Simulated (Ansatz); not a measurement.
Basis-set series for H11NSi4 (`[SiH3][SiH2]N[SiH2][SiH3]`). The species carries charge 0 and has multiplicity 1. The structure was optimised at the PBE0-D4/def2-TZVP level. It is one conformer, not always the lowest.

```
functional       basis  functions  energy (Eh)  HOMO (eV)  LUMO (eV)
   PBE0-D4    def2-SVP        141  -1218.40171      -7.26      -0.38
   PBE0-D4  def2-TZVPP        353  -1218.88036      -7.34      -0.67
   ωB97M-V    def2-SVP        141  -1218.80496      -9.39       1.46
   ωB97M-V  def2-TZVPP        353  -1219.29079      -9.50       1.02
```

Question: Give the rows for def2-QZVPP. (An estimate is asked.)

Answer: Computed: 
```
functional       basis  functions  energy (Eh)  HOMO (eV)  LUMO (eV)
   PBE0-D4  def2-QZVPP        667  -1218.92343      -7.35      -0.75
   ωB97M-V  def2-QZVPP        667  -1219.33109      -9.51       0.80
```

Positive LUMOs are unbound and depend on the basis.
